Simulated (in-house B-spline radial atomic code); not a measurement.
Sn3+: [Kr] 4d10 5s1

Computed with an all-electron radial atomic-structure program (B-spline basis): non-relativistic HSE06, spin-polarised, spherical fractional occupations, exact exchange averaged over the configuration, point nucleus.

Effective charges: Z_r = [3n² - l(l+1)]/(2<r>) from the radius, Z_e = n√(-2ε) from the energy, and Slater's rules. Values are occupation-weighted means over spin.

```csv
shell,electrons,ε (eV),<r> (bohr),Z_r,Z_e,Slater
1s,2,-28091,0.03042,49.31,45.44,49.70
2s,2,-4192,0.1314,45.67,35.11,45.85
2p,6,-3920.5,0.1121,44.60,33.95,45.85
3s,2,-839.38,0.352,38.36,23.56,38.75
3p,6,-727.04,0.3431,36.43,21.93,38.75
3d,10,-519.51,0.3144,33.40,18.54,28.85
4s,2,-159.47,0.849,28.27,13.69,22.25
4p,6,-121.55,0.8986,25.60,11.96,22.25
4d,10,-58.424,1.071,19.61,8.29,10.85
5s,1,-35.67,2.2,17.04,8.10,6.70
```

The least bound orbital is 5s up at -35.67 eV, and it is also the most diffuse (<r> = 2.2 bohr).
